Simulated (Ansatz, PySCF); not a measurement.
Stepwise substitution at one centre (Al Br-SiH3). Gas-phase values, no solvent. Strings in code marks are SMILES.

Quantity: vertical ionisation energy (energy after one electron is removed minus that of the parent at the parent's geometry), in eV.

Level 1: frozen-core CCSD(T)/cc-pVTZ // B3LYP-D3(BJ)/def2-TZVP (Ansatz, a first-principles code)
Level 2: B3LYP-D3(BJ)/def2-TZVP (PySCF)
Level 3: minus the HOMO energy of B3LYP/6-31G* // B3LYP-D3(BJ)/def2-TZVP (PySCF)
Level 4: minus the HOMO energy of HF/6-31G* // B3LYP-D3(BJ)/def2-TZVP (PySCF)

```tsv
species	level 1	level 2	level 3	level 4
`[SiH3][Al]([SiH3])[Br]`	9.19	8.94	7.03	9.63
`[SiH3][Al]([Br])[Br]`	10.11	9.84	7.87	10.67
`[SiH3][Al]([SiH3])[SiH3]`	9.16	8.94	7.01	9.57
```
